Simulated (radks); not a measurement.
Q: Coherent X-ray form factor from a spherical all-electron density. Calculated with a radial shooting solver on a logarithmic mesh with Libxc functionals: Dirac Kohn-Sham, PBE, spin-unpolarised, spherical densities, finite nucleus; Fermi nuclear charge, rms radius of each element as measured or else 0.836 A^(1/3) + 0.57 fm.

sin(theta)/lambda (1/angstrom)  f0 (electrons)
0.05                                    23.322
0.1                                     21.740
0.15                                    19.923
0.2                                     18.152
0.25                                    16.482
0.3                                     14.928
0.4                                     12.250
0.5                                     10.219
0.6                                      8.788
0.8                                      7.124
1                                        6.166
1.25                                     5.169
1.5                                      4.223
2                                        2.730

The species is in the configuration that NIST lists as its ground one. Which atom or ion scatters so?

A: Neutral chromium, [Ar] 3d5 4s1. Extrapolating in s^2 from the first two rows gives f0(0) = 23.8, near the electron count 24; among species with that count, the fall with angle is slower the higher Z, and the table is that of Z = 24; from so few rows the species is fixed only to a neighbour or two.
